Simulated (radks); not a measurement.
Values are calculated unless marked as measured or tabulated.
Li I, 3 electrons, occupied as 1s1.5 2s1 3s0.5 (fractional occupations, a model configuration).

Code: a radial shooting solver on a logarithmic mesh with Libxc functionals. Model: non-relativistic Kohn-Sham, Wu-Cohen GGA, spin-polarised, spherical densities, point nucleus; open shells are filled with parallel spins first.

Energy parts (hartree):
total: -6.38636
kinetic: 6.35347
electron-nucleus: -14.21149
Hartree: 2.88936
exchange-correlation: -1.41770

Orbitals (lengths in bohr, moments of r in powers of bohr; r(90%) holds 90 % of the orbital's charge):
orbital  occ.  eigenvalue (hartree)   <1/r>  r(90%)   <r^2>
1s up       1              -2.50824   2.822   0.975  0.4002
1s down   0.5              -2.30922   2.759    1.00  0.4235
2s up       1              -0.22280  0.4719    4.59   10.41
3s up     0.5              -0.03840  0.1273    14.3   111.7

The highest occupied level is 3s up at -1.045 eV. Virial ratio -V/T = 2.00518. Summed over all electrons, <r^2> = 66.87 bohr^2, which gives a Langevin (diamagnetic) susceptibility term of -53 x 10^-6 cm^3/mol. The spin density at the nucleus is 4.427 e/bohr^3 (1s 4.018, 2s 0.393, 3s 0.016), a Fermi contact field of 232 T.

Run on one thread of a shared host, so times are rough (Arm Neoverse V2): 0.08 s of CPU time, 0.08 s wall, 19 iterations on 2597 mesh points.
